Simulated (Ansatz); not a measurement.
Coupled-cluster diagnostics for PbS₂ (the lowest singlet isomer of a short search), Ansatz.

Geometry of the singlet (PBE-D4/def2-TZVP):

```xyz
3

Pb   -0.377   -0.999   -1.069
S     1.054    0.800   -0.052
S    -0.677    0.199    1.121
```

In the def2 sets Pb takes a core potential; there is no spin–orbit coupling. Correlated methods freeze 14 core orbitals; core or outer-core shells of Pb are correlated, in sets that lack core-valence functions. The structure comes from a short search, and lower isomers may exist.

Geometry of the charge 0 triplet (PBE-D4/def2-TZVP):

```xyz
3

Pb    1.093    1.075   -0.694
S    -1.287   -0.129   -0.188
S     0.194   -0.946    0.882
```

Geometry of the charge 0 quintet (PBE-D4/def2-TZVP):

```xyz
3

Pb    1.433    0.217    0.839
S    -1.315   -0.210    0.628
S    -0.118   -0.007   -1.467
```

(1) Estimate the CCSD(T) correlation energy, the shares of MP2 and (T), T1 and the reference's ⟨S²⟩ for: charge 0, singlet, own geometry in def2-TZVPP; charge 0, singlet, own geometry in def2-TZVPD; charge 0, triplet, own geometry in def2-TZVPP; charge 0, quintet, own geometry in def2-TZVPP; charge 1, doublet, vertical in def2-TZVPP; charge -1, doublet, vertical in def2-TZVPD; and the rough time on 4 threads of AMD EPYC 7R43 on a shared host.

Results:

(1) 
```
                          state       basis  correlation (eV)  MP2 share (%)  (T) share (%)     T1  ⟨S²⟩ (pure)  wall time
charge 0, singlet, own geometry  def2-TZVPP           -20.654           97.1            4.4  0.018  0.00 (0.00)        7 s
charge 0, singlet, own geometry  def2-TZVPD           -20.661           96.9            4.5  0.019  0.00 (0.00)      9.5 s
charge 0, triplet, own geometry  def2-TZVPP           -19.992           96.6            4.2  0.018  2.04 (2.00)       12 s
charge 0, quintet, own geometry  def2-TZVPP           -18.866           95.0            3.6  0.016  6.05 (6.00)       18 s
    charge 1, doublet, vertical  def2-TZVPP           -19.933           96.8            4.5  0.019  0.81 (0.75)       19 s
   charge -1, doublet, vertical  def2-TZVPD           -20.885           96.9            4.4  0.017  0.76 (0.75)       26 s
```
Customary marks for T1 are 0.02 (closed shells), 0.045 (open shells) and about 0.05 (3d metals). T1 stays under 0.02 throughout.
